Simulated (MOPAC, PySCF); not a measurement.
H$_{2}$BI, SMILES `BI`, neutral singlet in the gas phase. 

Z-matrix (Å, degrees):
```
B
H 1 1.1941
H 1 1.1941 2 124.97
I 1 2.1090 2 117.52 3 -179.90
```
Charge 0, spin multiplicity 1.

All levels are single points at this geometry (PBE-D3(BJ)/def2-TZVP); Pople sets use spherical d functions. Orbital energies aren't observables, and empty levels follow the basis.

B3LYP/6-31G* (LANL2DZ on I) in PySCF gives HOMO (eV) = -7.31.

Q: Estimate the HOMO (eV) from each of these levels: PBE-D3(BJ)/def2-TZVP in PySCF; B3LYP/6-311+G** (LANL2DZ on I) in PySCF; B3LYP/LANL2DZ in PySCF; BP86/6-31G* (LANL2DZ on I) in PySCF; M06-2X/6-31G* (LANL2DZ on I) in PySCF; PBE/6-31G* (LANL2DZ on I) in PySCF; SVWN5/6-31G* (LANL2DZ on I) in PySCF; HF/6-31G* (LANL2DZ on I) in PySCF; AM1 in MOPAC; PM3 in MOPAC; PM6 in MOPAC; PM7 in MOPAC.

A: 
| level | HOMO (eV) |
|---|---|
| PBE-D3(BJ)/def2-TZVP in PySCF | -6.45 |
| B3LYP/6-311+G** (LANL2DZ on I) in PySCF | -7.37 |
| B3LYP/LANL2DZ in PySCF | -7.31 |
| BP86/6-31G* (LANL2DZ on I) in PySCF | -6.54 |
| M06-2X/6-31G* (LANL2DZ on I) in PySCF | -8.47 |
| PBE/6-31G* (LANL2DZ on I) in PySCF | -6.43 |
| SVWN5/6-31G* (LANL2DZ on I) in PySCF | -6.48 |
| HF/6-31G* (LANL2DZ on I) in PySCF | -9.98 |
| AM1 in MOPAC | -10.22 |
| PM3 in MOPAC | -9.71 |
| PM6 in MOPAC | -9.65 |
| PM7 in MOPAC | -9.30 |
